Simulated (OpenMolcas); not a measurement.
# Ar²⁺: Slater's ratio, worked from levels

| Quantity | Value |
| --- | --- |
| Program | OpenMolcas |
| Basis | ANO-RCC-VTZP [5s4p2d1f] |
| Scalar Hamiltonian | DKH2, point nucleus |
| Active space | 6 electrons in 8 orbitals (3s 3p 4s 4p) |
| State averaging | 2S+1 = 3 even, 3 roots; 2S+1 = 1 even, 6 roots; 2S+1 = 3 odd, 3 roots; 2S+1 = 1 odd, 3 roots |
| Spin-orbit coupling | state interaction with AMFI integrals over the reference wave functions, term energies averaged over their components |

Methods: CASSCF; SS-CASPT2, IPEA 0.25 Eh, imaginary shift 0.1 Eh (closed shells correlated: 2s 2p). Measured levels: Saloman, J. Phys. Chem. Ref. Data 39, 033101 (2010).

**Slater's ratio.** With one set of orbitals, p4 has 1D - 3P = 6 F2 and 1S - 1D = 9 F2 (F2 = F²/25), a ratio of 3/2. Term energies are centres of gravity, weighted by 2J + 1.

| Source | 1D - 3P | 1S - 3P | F2 from the first | Ratio |
| --- | --- | --- | --- | --- |
| CASSCF | 16344 | 30600 | 2724 | 0.872 |
| SS-CASPT2 | 14331 | 33691 | 2388 | 1.351 |
| measured | 13465 | 32721 | 2244 | 1.430 |

Energies in cm-1. A ratio away from 3/2 shows effects beyond one configuration with one set of orbitals, and in heavier atoms second-order spin-orbit shifts. In CASSCF the valence s occupation is 1.94 in 1S against 2.00 in 1D: mixing out of s² acts most on 1S and pulls it down.

CASPT2 does not keep the components of a term degenerate, so their means are used; among the terms shown or strongly mixed into the levels shown the widest spread is 42 cm-1 (3s2 3p4 1D, SS-CASPT2). Over all roots computed the reference weight is 0.87 to 0.96 in SS-CASPT2; the roots of lowest weight are the least certain, and an intruder state may touch them. Active for correlation alone: 4p 4s; no level in the range computed is led by a configuration that fills them, so any true level of that kind is missing. Computed and measured levels are paired by configuration, term and J; levels that our copy of the source lacks, or whose pairing is in doubt (as where it misses far off the trend of its configuration), stay unpaired and out of the deviations. Levels of configurations outside the active space are missing.
